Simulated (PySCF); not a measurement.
GeFCl, SMILES [F][Ge][Cl] (connectivity only; charge and spin as stated), neutral, multiplicity 1. Coordinates come from a r2SCAN-D4/def2-TZVP optimisation.

Calculation: r2SCAN-D4/def2-TZVP (PySCF).

Harmonic wavenumbers (cm⁻¹): 210, 401, 673. Rotational constants (GHz): 12.56, 3.702, 2.860; symmetry number 1.

Work out the zero-point energy and the ideal-gas rigid-rotor harmonic-oscillator thermochemistry at 298.15 K and 1 atm.

ZPE = ½ Σ hcν = ½ × 1283 cm⁻¹ = 1.83 kcal/mol. H − E(el) = 4.82 kcal/mol. Entropy in cal/(mol K): translation 40.43, rotation 25.29, vibration 3.35, total 69.07. G − E(el) = -15.78 kcal/mol. Cp = 12.13 cal/(mol K).
